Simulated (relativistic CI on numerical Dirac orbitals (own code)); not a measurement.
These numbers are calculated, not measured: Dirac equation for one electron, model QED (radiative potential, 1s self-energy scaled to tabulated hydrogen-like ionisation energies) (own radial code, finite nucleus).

The strongest absorption lines from the ground level of an ion, among the configurations computed and to levels below about 649 eV (vacuum wavelength in nm, gf): 1.9118 (0.01), 1.9361 (0.019), 1.9826 (0.039), 1.9826 (0.019), 2.0909 (0.11), 2.0911 (0.053), 2.4779 (0.55), 2.4785 (0.28).

Question: Which ion is it?
A. F⁸⁺
B. N⁶⁺
C. Na¹⁰⁺
D. N⁴⁺

Answer: B. N⁶⁺ has 1 electrons and the ground level 1s 2S_1/2; the strongest line goes to 2p 2P°_3/2. The pattern of lines fixes the number of electrons, and along that sequence the line energies rise steadily with the charge (about as its square where n changes within one kind of shell, about linearly where n is kept but much faster in heavy ions where fine structure, which grows about as Z⁴, sets the gap, and irregularly where shells cross), which fixes Z. Configurations outside the model, such as inner-shell arrays, can give stronger lines.
